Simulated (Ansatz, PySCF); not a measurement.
Torsion H5–C1–O2–In3 in CH6InNO (SMILES C[O][InH][NH2]); at each angle all else is relaxed with GFN2-xTB, and the levels are single points there.
Geometry at 60° (charge 0, multiplicity 1):
```json
[
 {"atom": "C", "x (Å)": "-1.7322", "y (Å)": "-0.2012", "z (Å)": "0.2895"},
 {"atom": "O", "x (Å)": "-1.0289", "y (Å)": "-1.1607", "z (Å)": "-0.4534"},
 {"atom": "In", "x (Å)": "-1.6271", "y (Å)": "-3.0087", "z (Å)": "-0.8103"},
 {"atom": "N", "x (Å)": "-3.4126", "y (Å)": "-3.5263", "z (Å)": "0.0758"},
 {"atom": "H", "x (Å)": "-1.9087", "y (Å)": "-0.5282", "z (Å)": "1.3220"},
 {"atom": "H", "x (Å)": "-1.1217", "y (Å)": "0.7075", "z (Å)": "0.3151"},
 {"atom": "H", "x (Å)": "-2.6990", "y (Å)": "0.0495", "z (Å)": "-0.1677"},
 {"atom": "H", "x (Å)": "-0.4244", "y (Å)": "-3.8214", "z (Å)": "-1.6855"},
 {"atom": "H", "x (Å)": "-4.0544", "y (Å)": "-2.7428", "z (Å)": "-0.0295"},
 {"atom": "H", "x (Å)": "-3.8660", "y (Å)": "-4.3348", "z (Å)": "-0.3370"}
]
```
Energies count from the point at 60°.

Rows in STO-3G carry no dispersion term and start afresh at each structure; the Pople sets are all-electron and without relativity.

The values were computed with Ansatz (Gaussian basis) for Hartree–Fock, density functionals and correlated methods; PySCF for STO-3G rows, the dispersion terms. Values without a source in brackets are computed. In def2 rows elements past Kr take small-core potentials, without spin–orbit coupling.

Energies in kJ/mol.

```tsv
dihedral (°)	HF/STO-3G	PBE/def2-TZVPP	PBE-D3(BJ)/def2-TZVPP	wB97M-V/def2-TZVPP
0	6.1	2.4	2.4	2.3
20	4.1	1.2	1.2	1.2
40	1.3	0.1	0.1	0.2
60	0.0	0.0	0.0	0.0
80	2.2	1.3	1.4	1.3
100	5.4	2.6	2.7	2.5
120	6.1	2.3	2.4	2.2
```

Ansatz is a quantum-chemistry and plane-wave program.
